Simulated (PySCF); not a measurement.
In(H)2(SMe) (CH5InS), SMILES C[S][InH2]. The structure is a stationary point at r2SCAN-D4/def2-SVP. The def2 effective core potentials stand for the cores of In; spin–orbit coupling is left out.

Computed equilibrium geometry at r2SCAN-D4/def2-SVP (PySCF confirms it by a frequency run) as bond lengths and angles, and its point group:
point group Cs.
Atoms: In1 H2 H3 S4 C5 H6 H7 H8. Bonds (Å): In1–H2 1.716, In1–H3 1.723, In1–S4 2.404, S4–C5 1.836, C5–H6 1.099, C5–H7 1.099, C5–H8 1.099. Bond angles (°): H2–In1–H3 131.1, H2–In1–S4 115.2, H3–In1–S4 113.7, In1–S4–C5 103.2, S4–C5–H6 108.9, S4–C5–H7 108.9, S4–C5–H8 112.3, H6–C5–H7 108.8, H6–C5–H8 108.9, H7–C5–H8 108.9.
